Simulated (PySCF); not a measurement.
How well do the runs reproduce experiment for fluorobenzene?

**Measured values to compare with.**

NIST CCCBDB Release 22 (SRD 101), experimental dipoles lists, for the gas: dipole moment 1.6 D.

How close the calculation comes is told at the end.

Compound: fluorobenzene, C₆H₅F.
Numbering: `[F:1][c:2]1[cH:3][cH:4][cH:5][cH:6][cH:7]1` (hydrogens: H8 on C3; H9 on C4; H10 on C5; H11 on C6; H12 on C7)

Geometry (PBE0-D3(BJ)/def2-SVP, Å), atoms numbered from 1 in this order:
```xyz
12
C6H5F angstrom
F     -2.2286   -1.2857   -0.1330
C     -1.1156   -0.5527   -0.1356
C      0.1163   -1.1959   -0.1572
C      1.2760   -0.4230   -0.1594
C      1.1986    0.9697   -0.1403
C     -0.0496    1.5919   -0.1190
C     -1.2188    0.8333   -0.1165
H      0.1488   -2.2867   -0.1717
H      2.2499   -0.9174   -0.1761
H      2.1108    1.5697   -0.1420
H     -0.1179    2.6821   -0.1040
H     -2.2073    1.2955   -0.1000
```

Runs made with PySCF (gas phase, on this PBE0-D3(BJ)/def2-SVP geometry; no spin–orbit coupling):

| level | job | basis functions | wall time |
| --- | --- | --- | --- |
| PBE0-D3(BJ)/def2-SVP, grid level 2 | geometry optimisation from a GFN2-xTB start | 123 | 30 s |

Hardware: an Arm Neoverse V1 with one thread, on a shared host.

Results beside the measurements:

**Dipole moment.** Measured: 1.6 D (NIST CCCBDB Release 22 (SRD 101), experimental dipoles).

```
               level  computed (D)  computed − measured (D)  % (from the printed values)
PBE0-D3(BJ)/def2-SVP          1.35                    -0.25                          -16
```

The computed dipoles belong to one fixed geometry; measured ones are averaged over vibrations unless marked μe. Magnitudes are compared, not signs.

No measured geometry was used, and the causes of the misses weren't examined.
